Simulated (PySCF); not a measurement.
CH4CdS. Atoms are numbered in the order given.

```xyz
7

Cd     0.1913    -0.1793    -0.0674
C      1.6539    -1.6187    -0.5351
H      1.1951    -2.6052    -0.6073
H      2.4207    -1.6372     0.2398
H      2.1201    -1.3742    -1.4902
S     -1.4312     1.4492     0.4280
H     -1.9400     0.7466     1.4544
```

The structure is a stationary point at PBE0-D3(BJ)/def2-TZVP. The def2 effective core potentials stand for the cores of Cd; spin–orbit coupling is left out. Other conformers were not sampled.

All values below come from r2SCAN/def2-TZVPD run with PySCF.

Mulliken values depend strongly on the basis, most of all with diffuse functions as here. ESP charges are fitted to the potential on shells at 1.4 to 2.0 van der Waals radii. Atomic charges (e):

```csv
atom,Mulliken,ESP fit
Cd1,0.62,0.54
C2,-0.70,-0.64
H3,0.16,0.13
H4,0.16,0.14
H5,0.16,0.16
S6,-0.59,-0.46
H7,0.19,0.13
```
